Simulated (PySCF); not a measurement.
Ga(Me)2(PH2) (C₂H₈GaP), SMILES [CH3][Ga]([CH3])[PH2]. Heavy atoms are numbered as in [Ga:1]([CH3:2])([CH3:6])[PH2:10]. Hydrogens are named by the atom that carries them.

The structure is a stationary point at B3LYP-D3(BJ)/def2-SVP. The structure was generated by enumeration; whether it is a known compound was not checked. One conformer was computed; it need not be the lowest.

Level of theory: PBE/pcSseg-1 (PySCF).

GIAO shieldings, no solvent; atoms alike by connectivity are averaged. δ = σ(ref) − σ: ¹³C against TMS (σ = 182.0 ppm); ¹H against TMS (σ = 31.49 ppm); ³¹P against PH3 (σ = 576.8 ppm), references at their B3LYP-D3(BJ)/def2-TZVP geometries, non-relativistic.

Computed chemical shifts:
```csv
nucleus,atoms,count,δ (ppm)
¹³C,C2 (CH3),2,7.7
¹H,H on P10,2,2.14
¹H,H on C2,6,0.78
³¹P,P10 (PH2),1,31.7
```
